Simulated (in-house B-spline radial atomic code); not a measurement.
**Sb48+: [He] 2p1 (with a hole in an inner shell)**

All numbers are computed (Dirac-Hartree-Fock, average of configuration; Fermi nucleus of rms radius 4.6802 fm) with an all-electron radial atomic-structure program (B-spline basis), not measured.

Effective charges: Z_r = [3n² - l(l+1)]/(2<r>) from the radius, Z_e = n√(-2ε) from the energy, and Slater's rules. Values are occupation-weighted means over j. An effective charge above Z reflects the relativistic contraction of the inner shells.

```json
{"shell": "1s", "electrons": "2", "ε (eV)": "-35466", "<r> (bohr)": "0.02825", "Z_r": "53.09", "Z_e": "51.06", "Slater": "50.70"}
{"shell": "2p", "electrons": "1", "ε (eV)": "-8370.5", "<r> (bohr)": "0.09856", "Z_r": "50.73", "Z_e": "49.61", "Slater": "49.30"}
```

The least bound orbital is 2p3/2 at -8272 eV, and it is also the most diffuse (<r> = 0.1001 bohr).

Spin-orbit splittings of the orbital energies (j = l + 1/2 above j = l - 1/2 when positive): 2p 295.7 eV.

For the 1s electron the small component carries 3.54 % of the norm, the zero-frequency Breit interaction raises the level by 52.14 eV, self-energy by 41.33 eV, and vacuum polarisation lowers it by 5.528 eV.
